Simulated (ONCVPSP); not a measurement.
# What one change does to a pseudopotential (Hg (Z = 80), ONCV)

mercury, optimised norm-conserving Vanderbilt (ONCV), made with ONCVPSP 4.0.1 (PBEsol, fully relativistic). Core [Kr] 4d10, reference 4f14 5s2 5p6 5d10 6s1.5 (charge +0.5). Waves: 5s+6s: rc 1.60 bohr, ncon 5, nbas 9, qcut 6.8 1/bohr, 2 projectors; 5p: rc 1.40 bohr, ncon 4, nbas 7, qcut 10.3 1/bohr, 2 projectors, debl 2.1 Ha; 5d: rc 1.75 bohr, ncon 3, nbas 7, qcut 7.1 1/bohr, 2 projectors, debl 2.2 Ha; 4f: rc 0.85 bohr, ncon 3, nbas 8, qcut 20.1 1/bohr, 3 projectors, debl 1.8 Ha. Local part: polynomial inside 0.65 bohr (lpopt 5, dvloc0 0 Ha). Core correction: Teter function, fcfact 5.75, rcfact 1.35.

Open shells are filled in proportion to 2j + 1.

In the p channel the program set the typed energies aside and used -2.426, 0.250 Ha (j = l + 1/2; the other j can differ). In the f channel the program set the typed energies aside and used -3.609, 0.250, 2.050 Ha (j = l + 1/2; the other j can differ).

Change: all radii but the core radius scaled by about 1.11 (s 1.78, p 1.56, d 1.94, f 0.94 bohr); local potential polynomial inside 0.72 bohr (lpopt 5, dvloc0 0 Ha).

Cutoffs: the cutoffs (Ha) at which the residual kinetic energy of the hardest occupied pseudo-wave falls to 1 and 0.1 mHa per electron; they do not see the model core or the augmentation charge, which bear on the density cutoff. Errors are all-electron minus pseudo energies relative to the spin-unpolarised reference configuration.

Predict the effect on cutoff, ghosts and configuration errors.

The potential gets neither clearly harder nor softer (178 Ha and 192 Ha → 167 Ha and 181 Ha); the bound ghosts move from p, s to d, s; the lowest positive-energy flag moves from p1/2 at 17.3 eV to p3/2 at 35.6 eV; of the 4 tests that both files solve, the error grows in 0 and shrinks in 2 by more than 15 % and 0.3 meV (median size 4.4 → 2.6 meV).

| quantity | base | changed |
| --- | --- | --- |
| cutoff, loose | 178 Ha | 167 Ha |
| cutoff, tight | 192 Ha | 181 Ha |
| loose cutoff by channel | s 21 Ha, p 37 Ha, d 20 Ha, f 178 Ha | s 18 Ha, p 31 Ha, d 19 Ha, f 167 Ha |
| bound ghosts | s, p3/2 | s, d5/2, d3/2 |
| GHOST(+) flags under 300 eV | p1/2 at 17.3 eV | p3/2 at 35.6 eV, p1/2 at 109.1 eV |
| error for 4f14 5s2 5p6 5d10 6s2, meV [ΔE -4.39 eV] | -0.4 | -0.3 |
| error for 4f14 5s2 5p6 5d10 6s1, meV [ΔE 6.36 eV] | -4.7 | -0.5 |
| error for 4f14 5s2 5p6 5d10 6s0, meV [ΔE 25.38 eV] | -10 | -6.7 |
| error for 4f14 5s2 5p6 5d10 6s0 6p2, meV [ΔE 8.15 eV] | -4.1 | -4.7 |
| rms error of d²Exc/dni dnj with the model core, mHa | 3.73 | 3.80 |

Base: These tests converged, but a pseudo level misses the all-electron one widely, so the file describes the atom poorly there or has found another state: 4f14 5s2 5p6 5d10 6s0 6p2: empty 6s by 13.7 eV. Changed file: These tests converged, but a pseudo level misses the all-electron one widely, so the file describes the atom poorly there or has found another state: 4f14 5s2 5p6 5d10 6s0 6p2: empty 6s by 13.7 eV. A true bound ghost makes a file unfit for plane-wave use even where its test errors are small: the radial tests pick states by their node count and pass the ghost by.
